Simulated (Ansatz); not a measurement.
Coupled-cluster run, F2H6O8Si2Sn (`O[Si](O)(O)[O][Sn]([F])([F])[O][Si](O)(O)O`).

```yaml
crystal:
  periodic: [false, false, false]
  atoms:
    - {symbol: O, position_ang: [-2.378257, 2.415871, -1.414544]}
    - {symbol: Si, position_ang: [-1.523890, 1.166190, -0.855543]}
    - {symbol: O, position_ang: [-1.030779, 0.276808, -2.113482]}
    - {symbol: O, position_ang: [-0.221969, 1.661223, 0.086387]}
    - {symbol: O, position_ang: [-2.299464, 0.375711, 0.341896]}
    - {symbol: Sn, position_ang: [-1.048160, 0.265205, 1.837298]}
    - {symbol: F, position_ang: [-1.971785, -0.879656, 3.034986]}
    - {symbol: F, position_ang: [-0.717017, 1.736116, 2.972879]}
    - {symbol: O, position_ang: [0.546335, -0.803634, 1.519219]}
    - {symbol: Si, position_ang: [1.472289, -1.163359, 0.258874]}
    - {symbol: O, position_ang: [2.593097, -2.271996, 0.643740]}
    - {symbol: O, position_ang: [2.108149, 0.251067, -0.293546]}
    - {symbol: O, position_ang: [0.631913, -1.759726, -1.025791]}
    - {symbol: H, position_ang: [-2.414685, 2.532014, -2.364692]}
    - {symbol: H, position_ang: [-0.517645, -0.521987, -1.914172]}
    - {symbol: H, position_ang: [0.690453, 1.507159, -0.211033]}
    - {symbol: H, position_ang: [2.897347, -2.301288, 1.552354]}
    - {symbol: H, position_ang: [2.750839, 0.198063, -1.003677]}
    - {symbol: H, position_ang: [0.391427, -2.688281, -0.994655]}
basis:
  gaussian: {orbitals: def2-TZVPP}
correlation: {method: ccsd_t}
output: {orbitals: {seedname: orbitals}}
```

```sh
$ ansatz run in.yaml --threads 11 --pin off --events-out ev --progress --plain --max-ram 120832MiB --backend cuda --devices 0, --max-vram 75GiB
```

Output of Ansatz, abridged:

```
Functional definition: HF
3470 factors; integrals over basis functions are off by at most 1.1e-3 eV
mean field evaluation 1: about -43346.2907 eV, gradient 9.3e1 eV
mean field evaluation 2: about -43347.0010 eV, gradient 9.4e1 eV
mean field evaluation 4: about -43360.5660 eV, gradient 5.2e0 eV
mean field evaluation 8: about -43360.7138 eV, gradient 4.9e-1 eV
mean field evaluation 16: about -43360.7151 eV, gradient 1.5e-6 eV
mean field -43360.71507694 eV, -1593.4768881292 hartree, gradient 1.5e-6 eV, S^2 0.000000; 0 other end points of the search recorded, 0 dependent functions left out
24 core orbitals not correlated: weight in the atoms' cores, before any rotation towards them, 1.000 or more for the frozen orbitals, at most 0.000 for the correlated occupied ones
reference -43360.71507694 eV, -1593.4768881292 hartree; 45, 45 occupied and 459, 459 virtual orbitals, 3470 factors
second order -80.16477309 eV of doubles, -0.00000000 eV of singles
cycle   1  -78.11318215 eV  change     2.1e0 eV  update   1.9e-1
cycle   2  -79.79123447 eV  change    -1.7e0 eV  update   5.7e-2
cycle   3  -80.17771202 eV  change   -3.9e-1 eV  update   2.8e-2
cycle   4  -80.13563985 eV  change    4.2e-2 eV  update   6.7e-3
cycle   5  -80.12105729 eV  change    1.5e-2 eV  update   2.7e-3
cycle   6  -80.12402434 eV  change   -3.0e-3 eV  update   9.2e-4
cycle   7  -80.12408199 eV  change   -5.8e-5 eV  update   3.0e-4
cycle   8  -80.12368181 eV  change    4.0e-4 eV  update   1.0e-4
cycle   9  -80.12366702 eV  change    1.5e-5 eV  update   4.0e-5
perturbative correction -2.83609030 eV, -0.1042243963 hartree
Total energy: -43443.67483427 eV, -1596.5256029789 hartree
```

Hardware: 11 threads of an AMD EPYC 7R13 on a shared host and a whole NVIDIA H100 80 GB. Wall time 77 s, peak host memory 1.1 GiB.

Correlation energy per correlated electron: -0.922 eV. T1 diagnostic: 0.0135.
